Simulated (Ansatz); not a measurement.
The molecule YC, multiplicity 6 (an upper state: multiplicity 4 came lower at CCSD(T)/def2-TZVPP on PBE0 minima). No spin–orbit coupling.

The constants come from a fifth-degree fit in 1/R (seven points, main isotopes). Runs in def2 and cc sets follow the lowest solution found near the PBE0 minimum.

Correlated levels freeze the inner cores; with def2 sets outer-core shells near the valence are correlated too.

The values were computed with Ansatz (Gaussian basis) for Hartree–Fock, density functionals and correlated methods.  In def2 rows elements past Kr take small-core potentials, without spin–orbit coupling.

**Question.** What bond length and harmonic frequency does PBE/def2-TZVPP give?

**Answer.** r_e = 2.258 Å, ω_e = 510 cm⁻¹.

**Question.** What bond length and harmonic frequency does wB97X-V/def2-TZVPP give?

**Answer.** r_e = 2.274 Å, ω_e = 514 cm⁻¹.

**Question.** What bond length and harmonic frequency does CCSD(T)/def2-TZVPP give?

**Answer.** r_e = 2.277 Å, ω_e = 517 cm⁻¹.

Ansatz is a quantum-chemistry and plane-wave program.
